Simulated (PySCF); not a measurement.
## Peak assignment

Molfile (atoms numbered from 1):
```
C5H11NOSi2
     RDKit          3D

 20 20  0  0  0  0  0  0  0  0999 V2000
   -2.2775    1.3126   -0.4722 C   0  0  0  0  0  0  0  0  0  0  0  0
   -1.6026    0.0463   -0.0652 C   0  0  0  0  0  0  0  0  0  0  0  0
   -2.0449   -1.2815   -0.3728 C   0  0  0  0  0  0  0  0  0  0  0  0
   -1.1316   -2.1249    0.1847 C   0  0  0  0  0  0  0  0  0  0  0  0
   -0.1700   -1.4330    0.8099 O   0  0  0  0  0  0  0  0  0  0  0  0
   -0.4444   -0.0979    0.6656 C   0  0  0  0  0  0  0  0  0  0  0  0
    0.8011    1.0853    1.3826 Si  0  0  0  0  0  4  0  0  0  0  0  0
    2.3721    0.5953    0.8232 N   0  0  0  0  0  0  0  0  0  0  0  0
    2.7663   -0.4434   -0.5210 Si  0  0  0  0  0  4  0  0  0  0  0  0
   -3.2681    1.4036    0.0012 H   0  0  0  0  0  0  0  0  0  0  0  0
   -2.4348    1.3416   -1.5617 H   0  0  0  0  0  0  0  0  0  0  0  0
   -1.6876    2.1948   -0.1903 H   0  0  0  0  0  0  0  0  0  0  0  0
   -2.9297   -1.5644   -0.9399 H   0  0  0  0  0  0  0  0  0  0  0  0
   -1.0433   -3.2087    0.2134 H   0  0  0  0  0  0  0  0  0  0  0  0
    0.8055    1.0747    2.8786 H   0  0  0  0  0  0  0  0  0  0  0  0
    0.3942    2.4592    0.9502 H   0  0  0  0  0  0  0  0  0  0  0  0
    3.1572    0.8787    1.4032 H   0  0  0  0  0  0  0  0  0  0  0  0
    3.0052   -1.8687   -0.1298 H   0  0  0  0  0  0  0  0  0  0  0  0
    4.0217    0.0512   -1.1693 H   0  0  0  0  0  0  0  0  0  0  0  0
    1.6480   -0.3989   -1.5063 H   0  0  0  0  0  0  0  0  0  0  0  0
  1  2  1  0
  2  3  1  0
  3  4  2  0
  4  5  1  0
  5  6  1  0
  6  7  1  0
  7  8  1  0
  8  9  1  0
  6  2  2  0
  1 10  1  0
  1 11  1  0
  1 12  1  0
  3 13  1  0
  4 14  1  0
  7 15  1  0
  7 16  1  0
  8 17  1  0
  9 18  1  0
  9 19  1  0
  9 20  1  0
M  END
```

A single conformation, isolated molecule, non-relativistic Hamiltonian, one averaged value for each set of equivalent atoms. GIAO PBE0/pcSseg-1 shieldings; coordinates at the PBE0-D3(BJ)/def2-SVP level; PySCF.

Scale: TMS for 13C and 1H (reference shieldings calculated alike).

(1) Assign these signals to the numbered atoms. 13C{1H} NMR (computed): δ 152.9, 150.4, 143.3, 118.3, 12.7.

(2) Assign these signals to the numbered atoms. 1H NMR (600 MHz, computed): δ 7.68 (m, 1H), 6.48 (m, 1H), 5.32 (s, 2H), 4.33 (s, 3H), 2.29 (s, 3H), -0.67 (br s, 1H).

## Answers

(1) 
```tsv
δ (ppm)	atoms	environment	reason
152.9	C4	aromatic CH next to the ring oxygen	–
150.4	C6	substituted aromatic carbon next to the ring oxygen	–
143.3	C2	substituted aromatic carbon	–
118.3	C3	aromatic CH	–
12.7	C1	methyl carbon on an aromatic ring	aliphatic region, no heteroatom directly attached
```

(2) 
7.68 → H14, hydrogen on an aromatic CH next to the ring oxygen: the ring current deshields protons in the ring plane
6.48 → H13, hydrogen on an aromatic CH: aromatic region
5.32 → H15/H16, hydrogen on a silicon bonded to C, N
4.33 → H18/H19/H20, hydrogen on a silicon bonded to N
2.29 → H10/H11/H12, hydrogen on a methyl carbon on an aromatic ring: benzylic-type position, deshielded by the ring
-0.67 → H17, hydrogen on a nitrogen bonded to 2 Si: labile proton, position sensitive to the medium

Exchangeable OH/NH protons stand at their gas-phase positions; hydrogen bonding in a real sample shifts them, mostly to higher δ. Shifts are as computed. Against solution values, carbons near 30 ppm lie about +2 ppm off and those near 130 ppm about +5 ppm. Of 1211 compounds with measured shifts, 218 miss one by over three times the rms of a fit or turn the order of signals round; such compounds aren't used in these exercises. Multiplicities follow the n + 1 count of equivalent neighbours, as no J values were calculated; m marks all less simple cases, F and P coupling included.
